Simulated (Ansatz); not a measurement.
Cost and result for the atomization energy of `C=C([SiH3])[SiH2]O` (13 atoms, 12 bonds).

```xyz
13

C    -0.066   -1.299    0.932
C    -0.114   -0.337    0.005
Si   -0.430   -0.793   -1.775
Si    0.136    1.435    0.522
O     0.594    1.559    2.102
H     0.114   -1.079    1.983
H    -0.211   -2.351    0.690
H     0.741   -0.442   -2.623
H    -0.686   -2.256   -1.871
H    -1.605   -0.050   -2.308
H    -1.137    2.187    0.405
H     1.154    2.053   -0.376
H     1.510    1.374    2.312
```

Total charge 0; spin multiplicity 1. The geometry is a stationary point of PBE0-D4/def2-TZVP. It is one conformer, not always the lowest. Program: Ansatz. All runs use 4 threads of an Arm Neoverse V2 on a shared host. Times are those of one run each, without the atoms' runs, and a repeat can differ threefold. Electronic energies, without spin–orbit coupling; frozen cores. CCSD(T)/CBS adds CCSD(T) − MP2 in def2-TZVPP to the MP2 limit, and its time is that of the two runs behind it. T1 = 0.012. B3LYP takes the VWN-RPA correlation (the form of Gaussian; ORCA's B3LYP/G).

CCSD(T)/CBS is a level of theory with its own doubt, some kJ/mol a heavy atom from the limit and from the frozen cores, so smaller differences don't rank the functionals.

| level | functions | wall time | atomization (kJ/mol) | difference from CCSD(T)/CBS | per bond |
| --- | --- | --- | --- | --- | --- |
| PBE-D4/def2-TZVPP (with forces) | 289 | 2.6 s | 4728.1 | 16.0 | 1.3 |
| PBE0-D4/def2-TZVPP | 289 | 3.2 s | 4673.5 | -38.6 | -3.2 |
| r2SCAN-D4/def2-TZVPP (with forces) | 289 | 4.9 s | 4702.8 | -9.3 | -0.8 |
| B3LYP-D4/def2-TZVPP (with forces) | 289 | 5.5 s | 4699.0 | -13.1 | -1.1 |
| B2PLYP/def2-TZVPP | 289 | 6 s | 4647.8 | -64.3 | -5.4 |
| ωB97X-V/def2-TZVPP | 289 | 8 s | 4717.7 | 5.6 | 0.5 |
| ωB97M-V/def2-TZVPP (with forces) | 289 | 12 s | 4712.2 | 0.1 | 0.0 |
| MP2/def2-QZVPP | 551 | 25 s | 4707.7 | -4.4 | -0.4 |
| CCSD(T)/def2-TZVPP | 289 | 3.1 min | 4591.2 | -120.9 | -10.1 |
| CCSD(T)/CBS(def2) | – | 3.5 min | 4712.1 | 0.0 | 0.0 |

The D4 term adds +48.6 kJ/mol with B3LYP and +25.7 kJ/mol with PBE0; it sums over pairs of atoms, weighted by their polarisabilities, and B3LYP, whose exchange is more repulsive, gets the larger term. From PBE to PBE0 (25 % exact exchange), in def2-TZVPP and without D4, the atomization energy moves by −50.1 kJ/mol: exact exchange takes away binding that semilocal exchange gives to molecules. In def2-TZVPP, CCSD(T) changes the Hartree–Fock value by +1080.1 kJ/mol (the triples alone add +60.0 kJ/mol) and MP2 by +1124.4 kJ/mol; breaking electron pairs costs correlation energy, which Hartree–Fock lacks.
